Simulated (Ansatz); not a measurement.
The cluster MgAg6⁺. The state is a doublet with charge 1. Geometry PBE-D4/def2-SVP.

```xyz
7

Mg    0.009    0.453    2.873
Ag    0.687   -2.400   -1.020
Ag    0.022   -0.446   -2.856
Ag   -0.002    0.003    0.011
Ag    0.698   -2.010    1.710
Ag   -0.699    1.959   -1.720
Ag   -0.716    2.441    1.001
```

In the def2 sets Ag takes a core potential; there is no spin–orbit coupling. LC-ωPBE has ω = 0.4 bohr⁻¹. No other spin state of charge 1 was run. Another isomer (doublet) lies 0.54 eV lower at PBE0-D4/def2-TZVP; other spin states weren't run for this one.

**Question.** Estimate the α-spin orbital energies around the gap (eV) in Ansatz with PBE-D4/def2-TZVP, B97M-V/def2-TZVP, PBE0-D4/def2-SVP, PBE0-D4/def2-TZVP, LC-ωPBE/def2-TZVP.

**Answer.** 
```
orbital  PBE-D4/def2-TZVP  B97M-V/def2-TZVP  PBE0-D4/def2-SVP  PBE0-D4/def2-TZVP  LC-ωPBE/def2-TZVP
 HOMO−5            -10.72            -10.96            -12.29             -12.24             -14.72
 HOMO−4            -10.67            -10.95            -12.22             -12.16             -14.53
 HOMO−3            -10.64            -10.88            -11.84             -11.84             -14.23
 HOMO−2             -9.53             -9.48            -10.15             -10.16             -12.09
 HOMO−1             -9.47             -9.36             -9.93              -9.95             -11.69
   HOMO             -7.64             -7.52             -7.94              -7.96              -9.42
   LUMO             -7.41             -7.30             -6.65              -6.65              -4.81
 LUMO+1             -6.71             -6.63             -5.89              -5.90              -4.06
 LUMO+2             -6.06             -6.12             -5.33              -5.36              -3.56
 LUMO+3             -5.64             -5.51             -4.85              -4.87              -3.11
 LUMO+4             -5.36             -5.22             -4.58              -4.64              -2.96
 LUMO+5             -4.85             -4.79             -3.98              -4.01              -2.20
 β HOMO             -9.36             -9.28             -9.78              -9.79             -11.31
 β LUMO             -7.33             -7.20             -6.57              -6.58              -4.84
```
